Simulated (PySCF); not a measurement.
PySCF input for C3H6FIn, SMILES C=[CH][In]([CH3])[F], TDDFT-M06-2X/def2-SVPD. Geometry optimised at B3LYP-D3(BJ)/def2-SVP. The structure was generated by enumeration; whether it is a known compound was not checked. The def2 effective core potentials stand for the cores of In; spin–orbit coupling is left out. Other conformers were not sampled.

```python
import numpy as np
from pyscf import gto, scf, dft, tdscf

mol = gto.M(
    atom='''
    In    0.01845813    0.18733706    0.12636171
    F     1.24197105    1.73274004   -0.13890092
    C    -1.22788274    0.45602938    1.87238847
    H    -1.93003636   -0.37945106    1.99681070
    H    -1.78492969    1.39756732    1.76172135
    H    -0.57763980    0.52896373    2.75626972
    C     0.32700932   -1.27145656   -1.41873145
    C    -0.35910101   -2.42025490   -1.49078234
    H     1.08561047   -1.05671333   -2.18143856
    H    -0.18499494   -3.15303509   -2.29000759
    H    -1.13035095   -2.69741518   -0.76221955
    ''',
    basis='def2-SVPD',
    ecp={'In': 'def2-svp'},
    charge=0,
    spin=0,
    max_memory=1600,
    verbose=4,
)
mf = dft.RKS(mol, xc='m06-2x').density_fit(auxbasis='def2-universal-jkfit')
mf.grids.level = 4
mf.conv_tol = 1e-9
mf.max_cycle = 100
mf.kernel()
mf.grids = dft.Grids(mol).set(level=2).build(with_non0tab=True)  # coarser grid for the response kernel
td = tdscf.TDDFT(mf)
td.singlet = True
td.nstates = 10
td.conv_tol = 1e-4
td.positive_eig_threshold = 1e-6
td.kernel(x0=td.get_init_guess(mf, 15))
td.analyze()
tt = tdscf.TDA(mf)
tt.singlet = False
tt.nstates = 4
tt.conv_tol = 1e-4
tt.positive_eig_threshold = 1e-6
tt.kernel(x0=tt.get_init_guess(mf, 9))
tt.analyze(verbose=3)
```

Program output:

```
PySCF version 2.14.0

[INPUT] verbose = 4
[INPUT] num. atoms = 11
[INPUT] num. electrons = 54
[INPUT] charge = 0
[INPUT] spin (= nelec alpha-beta = 2S) = 0
[INPUT] symmetry False subgroup None
[INPUT] Mole.unit = angstrom
[INPUT] Symbol           X                Y                Z      unit          X                Y                Z       unit  Magmom
[INPUT]  1 In     0.018458130000   0.187337060000   0.126361710000 AA    0.034880810472   0.354015736381   0.238789024532 Bohr   0.0
[INPUT]  2 F      1.241971050000   1.732740040000  -0.138900920000 AA    2.346985139139   3.274404120668  -0.262484697250 Bohr   0.0
[INPUT]  3 C     -1.227882740000   0.456029380000   1.872388470000 AA   -2.320362091681   0.861770632955   3.538301407093 Bohr   0.0
[INPUT]  4 H     -1.930036360000  -0.379451060000   1.996810700000 AA   -3.647240130852  -0.717058581076   3.773425345601 Bohr   0.0
[INPUT]  5 H     -1.784929690000   1.397567320000   1.761721350000 AA   -3.373028265705   2.641019475442   3.329170859299 Bohr   0.0
[INPUT]  6 H     -0.577639800000   0.528963730000   2.756269720000 AA   -1.091581020649   0.999596579528   5.208594896232 Bohr   0.0
[INPUT]  7 C      0.327009320000  -1.271456560000  -1.418731450000 AA    0.617958054980  -2.402704677682  -2.681013884807 Bohr   0.0
[INPUT]  8 C     -0.359101010000  -2.420254900000  -1.490782340000 AA   -0.678602559955  -4.573618912637  -2.817170333938 Bohr   0.0
[INPUT]  9 H      1.085610470000  -1.056713330000  -2.181438560000 AA    2.051506466260  -1.996898785877  -4.122321435966 Bohr   0.0
[INPUT] 10 H     -0.184994940000  -3.153035090000  -2.290007590000 AA   -0.349589771030  -5.958372781243  -4.327487168275 Bohr   0.0
[INPUT] 11 H     -1.130350950000  -2.697415180000  -0.762219550000 AA   -2.136053720142  -5.097375934444  -1.440386196289 Bohr   0.0

nuclear repulsion = 239.354432398516
number of shells = 69
number of NR pGTOs = 250
number of NR cGTOs = 163
basis = def2-SVPD
ecp = {'In': 'def2-svp'}


******** <class 'pyscf.df.df_jk.DFRKS'> ********
method = DFRKS
initial guess = minao
damping factor = 0
level_shift factor = 0
DIIS = <class 'pyscf.scf.diis.CDIIS'>
diis_start_cycle = 1
diis_space = 8
diis_damp = 0
SCF conv_tol = 1e-09
SCF conv_tol_grad = None
SCF max_cycles = 100
direct_scf = False
XC library pyscf.dft.libxc version 7.1.2
    S. Lehtola, C. Steigemann, M. J. T. Oliveira, and M. A. L. Marques,  SoftwareX 7, 1–5 (2018)
XC functionals = m06-2x
    Y. Zhao and D. G. Truhlar,  Theor. Chem. Acc. 120, 215 (2008)
    Y. Zhao and D. G. Truhlar,  Theor. Chem. Acc. 120, 215 (2008)
radial grids:
    Treutler-Ahlrichs [JCP 102, 346 (1995); DOI:10.1063/1.469408] (M4) radial grids

becke partition: Becke, JCP 88, 2547 (1988); DOI:10.1063/1.454033
pruning grids: <function nwchem_prune>
grids dens level: 4
symmetrized grids: False
atomic radii adjust function: <function treutler_atomic_radii_adjust>
small_rho_cutoff = 0
Set gradient conv threshold to 3.16228e-05
Initial guess from minao.
tot grids = 241040
******** <class 'pyscf.df.df.DF'> ********
auxbasis = def2-universal-jkfit
init E= -385.912935766963
  HOMO = -0.606726644486268  LUMO = -0.490766305651487  gap/eV = 3.15544
cycle= 1 E= -406.548846788262  delta_E= -20.6  |g|= 2.01  |ddm|= 18.8
  HOMO = -0.0713750389353346  LUMO = -0.0377880844982648  gap/eV = 0.91395
cycle= 2 E= -406.518767378174  delta_E= 0.0301  |g|= 2.29  |ddm|=   17
  HOMO = -0.304623807931371  LUMO = -0.0188727970823087  gap/eV = 7.77568
cycle= 3 E= -407.556881799327  delta_E= -1.04  |g|= 0.298  |ddm|= 6.78
  HOMO = -0.322717628336999  LUMO = -0.0411176256589485  gap/eV = 7.66273
cycle= 4 E= -407.565309268771  delta_E= -0.00843  |g|= 0.246  |ddm|= 0.607
  HOMO = -0.33001250800082  LUMO = -0.0381280722824772  gap/eV = 7.94258
cycle= 5 E= -407.577284120164  delta_E= -0.012  |g|= 0.0182  |ddm|= 0.402
  HOMO = -0.327868654223816  LUMO = -0.0352505672932682  gap/eV = 7.96254
cycle= 6 E= -407.577375027099  delta_E= -9.09e-05  |g|= 0.00738  |ddm|= 0.0558
  HOMO = -0.328200459858306  LUMO = -0.0355128969079426  gap/eV = 7.96443
cycle= 7 E= -407.577392828813  delta_E= -1.78e-05  |g|= 0.00203  |ddm|= 0.0154
  HOMO = -0.328424965611063  LUMO = -0.0356444327085917  gap/eV = 7.96696
cycle= 8 E= -407.577394209928  delta_E= -1.38e-06  |g|= 0.000535  |ddm|= 0.0068
  HOMO = -0.328385302127419  LUMO = -0.0356551693902506  gap/eV = 7.96559
cycle= 9 E= -407.577394297065  delta_E= -8.71e-08  |g|= 0.000236  |ddm|= 0.0019
  HOMO = -0.328395430796776  LUMO = -0.0356500154103561  gap/eV = 7.96601
cycle= 10 E= -407.577394313466  delta_E= -1.64e-08  |g|= 6.78e-05  |ddm|= 0.000431
  HOMO = -0.328397835922213  LUMO = -0.0356477495611881  gap/eV = 7.96614
cycle= 11 E= -407.577394314497  delta_E= -1.03e-09  |g|= 3.44e-05  |ddm|= 0.000135
  HOMO = -0.328395044254676  LUMO = -0.0356470144734282  gap/eV = 7.96608
cycle= 12 E= -407.577394314791  delta_E= -2.93e-10  |g|= 7.07e-06  |ddm|= 4.88e-05
  HOMO = -0.328396331568566  LUMO = -0.0356477594615543  gap/eV = 7.96609
Extra cycle  E= -407.577394314793  delta_E= -2.84e-12  |g|= 8.07e-06  |ddm|= 2.36e-05
converged SCF energy = -407.577394314793
tot grids = 91504
Overwritten attributes  positive_eig_threshold  of <class 'pyscf.tdscf.rks.TDDFT'>


******** <class 'pyscf.tdscf.rks.TDDFT'> for <class 'pyscf.df.df_jk.DFRKS'> ********
nstates = 10 singlet
deg_eia_thresh = 1.000e-03
wfnsym = None
conv_tol = 0.0001
eigh lindep = 1e-12
eigh level_shift = 0
eigh max_cycle = 100


Excitation energies (eV)
[4.90083399 6.22012402 6.24555042 6.33200485 6.60521001 6.92004689
 7.13040977 7.50209933 7.59596688 7.74820152]

** Singlet excitation energies and oscillator strengths **
Excited State   1:      4.90083 eV    252.99 nm  f=0.0001
      27 -> 28        0.68944
Excited State   2:      6.22012 eV    199.33 nm  f=0.0726
      26 -> 28       -0.66402
      27 -> 29       -0.21341
Excited State   3:      6.24555 eV    198.52 nm  f=0.0167
      25 -> 28        0.37569
      25 -> 31        0.14048
      26 -> 29        0.12249
      27 -> 28        0.12423
      27 -> 31       -0.51609
Excited State   4:      6.33200 eV    195.81 nm  f=0.4333
      26 -> 28       -0.21878
      27 -> 29        0.64838
Excited State   5:      6.60521 eV    187.71 nm  f=0.0078
      25 -> 28       -0.25444
      26 -> 29        0.60931
      26 -> 32        0.13721
      26 -> 33       -0.16632
Excited State   6:      6.92005 eV    179.17 nm  f=0.0328
      22 -> 28       -0.10826
      25 -> 28        0.52025
      25 -> 31       -0.13040
      26 -> 29        0.20695
      27 -> 31        0.36169
Excited State   7:      7.13041 eV    173.88 nm  f=0.0086
      27 -> 30       -0.65002
      27 -> 32       -0.10163
      27 -> 39        0.10302
Excited State   8:      7.50210 eV    165.27 nm  f=0.1279
      24 -> 28       -0.24130
      25 -> 29        0.57951
      26 -> 31        0.15228
      27 -> 33        0.19271
Excited State   9:      7.59597 eV    163.22 nm  f=0.0001
      23 -> 28       -0.68092
Excited State  10:      7.74820 eV    160.02 nm  f=0.0124
      26 -> 30       -0.66624

** Transition electric dipole moments (AU) **
state          X           Y           Z        Dip. S.      Osc.
  1        -0.0228      0.0145     -0.0180      0.0011      0.0001
  2        -0.3191     -0.6046     -0.0946      0.4763      0.0726
  3         0.2269     -0.1542      0.1847      0.1094      0.0167
  4         0.3430     -1.0448     -1.2587      2.7934      0.4333
  5         0.1521     -0.0988      0.1243      0.0483      0.0078
  6         0.3048     -0.1987      0.2469      0.1934      0.0328
  7         0.1236     -0.0287     -0.1817      0.0491      0.0086
  8         0.4819      0.6789     -0.0536      0.6959      0.1279
  9         0.0159     -0.0090      0.0104      0.0004      0.0001
 10        -0.1729      0.1295     -0.1371      0.0655      0.0124

WARN: ECP detected. Skipping calculation of transition velocity and magnetic dipole moments, which have not yet been implemented.

Overwritten attributes  positive_eig_threshold  of <class 'pyscf.tdscf.rks.TDA'>


******** <class 'pyscf.tdscf.rks.TDA'> for <class 'pyscf.df.df_jk.DFRKS'> ********
nstates = 4 triplet
deg_eia_thresh = 1.000e-03
wfnsym = None
conv_tol = 0.0001
eigh lindep = 1e-12
eigh level_shift = 0
eigh max_cycle = 100


Excitation energies (eV)
[4.44643964 4.56342527 5.23393028 5.82854035]

** Triplet excitation energies and oscillator strengths **
Excited State   1:      4.44644 eV    278.84 nm  f=0.0000
Excited State   2:      4.56343 eV    271.69 nm  f=0.0000
Excited State   3:      5.23393 eV    236.89 nm  f=0.0000
Excited State   4:      5.82854 eV    212.72 nm  f=0.0000
```

The calculation finished and met its thresholds.

Cost: roughly 23 core-minutes.
